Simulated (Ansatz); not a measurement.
Reaction (redistribution): `BO[SiH2]C#C` + `C[SiH2]S[SiH3]` → `C#C[SiH2]S[SiH3]` + `BO[SiH2]C`

Computed with Ansatz on PBE0-D4/def2-TZVP structures; ΔE is electronic, products minus reactants. CCSD(T)/CBS adds triple-zeta CCSD(T) − MP2 to the extrapolated MP2 energy (def2 sets, frozen cores). Functionals use def2-TZVPP. B3LYP here is the variant with VWN-RPA as its local correlation; programs differ in this. Each species was taken in one conformer, which may not be the lowest.

| level | ΔE (kJ/mol) | difference from CCSD(T)/CBS |
| --- | --- | --- |
| B3LYP-D4 | -2.6 | -1.0 |
| PBE | -1.3 | 0.3 |
| HF/def2-TZVPP | 3.0 | 4.6 |
| MP2/def2-TZVPP | -2.6 | -1.0 |
| SCS-MP2/def2-TZVPP | -1.5 | 0.1 |
| CCSD(T)/def2-TZVPP | -1.3 | 0.3 |
| HF/def2-QZVPP | 3.2 | 4.8 |
| MP2/def2-QZVPP | -2.7 | -1.1 |
| SCS-MP2/def2-QZVPP | -1.6 | 0.0 |
| MP2/CBS(def2) | -2.9 | -1.3 |
| CCSD(T)/CBS | -1.6 | 0 |

Largest T1 diagnostic among the species: 0.014.

In def2-TZVPP, CCSD(T) changes the Hartree–Fock value by −4.3 kJ/mol (the triples alone add −0.8 kJ/mol) and MP2 by −5.6 kJ/mol.
